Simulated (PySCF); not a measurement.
CN (anion, charge -1), SMILES [C-]#N, singlet (PBE/def2-SVP optimised geometry):

```
2

C     -0.595     0.000     0.000
N      0.595     0.000     0.000
```

Level of theory: PBE/def2-TZVPD in PySCF 2.14.0.

Q: What are the frontier orbital energies?

A: HOMO-2 -0.89 eV, HOMO-1 -0.89 eV, HOMO 0.10 eV, LUMO 5.41 eV, LUMO+1 6.50 eV.

On the same geometry PBE0/def2-TZVPD run with PySCF gives HOMO-2 -2.16 eV, HOMO-1 -2.16 eV, HOMO -1.35 eV, LUMO 5.90 eV, LUMO+1 7.07 eV.

Meta-Löwdin charges at PBE/def2-TZVPD: C1 -0.51, N2 -0.49.
